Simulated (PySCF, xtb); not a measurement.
C₃H₉BO₂, SMILES COCB(C)O.

GFN2-xTB run with xtb 6.7.1 at its own geometry gives an orbital gap of 5.38 eV and a dipole moment of 2.13 D.

The structure is a stationary point at r2SCAN-D4/def2-SVP. The structure was generated by enumeration, and PubChem lists no compound with its InChIKey, so it may never have been made. One conformer was computed; it need not be the lowest.

### Question
What does CAM-B3LYP/def2-TZVP run with PySCF give? (An estimate is asked for; the answer gives what the named calculation found.)

### Answer
gap 9.99 eV (levels -8.66 and 1.33 eV), dipole 1.96 D.
